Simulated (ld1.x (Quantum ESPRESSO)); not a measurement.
beryllium (Be), TM: configuration errors across variants

ld1.x (Quantum ESPRESSO) 7.5 input, shortened:

```
&input
   title='Be', zed=4., rel=1, dft='PW91', iswitch=3,
   config='[He] 2s1 2p0 3d-2'
 /
 &inputp
   pseudotype=2, tm=.true., lloc=0,
   nlcc=.false.
 /
3
2P  2  1   0.00   0.00  4.05  4.05  0.0
3D  3  2  -2.00  -0.10  3.90  3.90  0.0
1S  1  0   2.00   0.00  0.50  0.50  0.0
 &test
   configts(1)='1s2 2s1 2p0'
 /
```

Occupied shells without a wave of their own: 2s. They enter only through the test configuration that unscreens the potential.

All-electron excitation energies from the reference (eV): (1) 1s2 2s2 2p0 -9.579; (2) 1s2 2s0 2p0 18.018; (3) 1s2 2s1.5 2p0 -5.804; (4) 1s1 2s2 2p0 118.944; (5) 1s2 2s0 2p1 3.916.

Tests that are not counted but printed errors over 1 eV. “base”: 1s2 2s0 2p2 (solver errors, printed error -13.7 eV); 1s2 2s1 2p1 (solver errors, printed error -3.4 eV). “wave 3d channel at -0.1 Ry: rc 3.90 bohr becomes 3d channel at 0.2 Ry: rc 3.90 bohr”: 1s2 2s0 2p2 (solver errors, printed error -13.7 eV); 1s2 2s1 2p1 (solver errors, printed error -3.4 eV). “wave 1s (bound): rc 0.50 bohr becomes 1s (bound): rc 0.46 bohr”: 1s2 2s0 2p2 (solver errors, printed error -12.9 eV); 1s2 2s1 2p1 (solver errors, printed error -3.4 eV). “wave 3d channel at -0.1 Ry: rc 3.90 bohr becomes 3d channel at -0.1 Ry: rc 2.34 bohr”: 1s2 2s0 2p2 (solver errors, printed error -13.7 eV); 1s2 2s1 2p1 (solver errors, printed error -3.4 eV). “all radii scaled by about 1.29 (s 0.64, p 5.22, d 5.02 bohr)”: 1s2 2s0 2p2 (solver errors, printed error -14.2 eV); 1s2 2s1 2p1 (solver errors, printed error -3.4 eV).

2 further variants failed, have other tests or another functional or relativity, and are left out.

A true bound ghost makes a file unfit for plane-wave use even where its test errors are small: the radial tests pick states by their node count and pass the ghost by. Where a test does run into it, the solver fails or the error is huge.

Errors AE − PS in meV (a dash: test not solved or not reliable):

```tsv
change	(1)	(2)	(3)	(4)	(5)	bound ghosts
base	-33	+65	-20	+54	+22	none
wave 3d channel at -0.1 Ry: rc 3.90 bohr becomes 3d channel at 0.2 Ry: rc 3.90 bohr	-33	+65	-20	+54	+22	none
wave 1s (bound): rc 0.50 bohr becomes 1s (bound): rc 0.46 bohr	-20	+40	-12	+40	+7.5	p
wave 3d channel at -0.1 Ry: rc 3.90 bohr becomes 3d channel at -0.1 Ry: rc 2.34 bohr	-33	+65	-20	+54	+22	none
all radii scaled by about 1.29 (s 0.64, p 5.22, d 5.02 bohr)	-107	+206	-63	+79	+123	none
```

Question: Give the same row for: wave 2p (bound): rc 4.05 bohr becomes 2p (bound): rc 6.22 bohr.

Answer: -33, +65, -20, +54, +28; bound ghosts: p. Not counted: 1s2 2s0 2p2 (solver errors, printed error -14.3 eV); 1s2 2s1 2p1 (solver errors, printed error -3.4 eV).
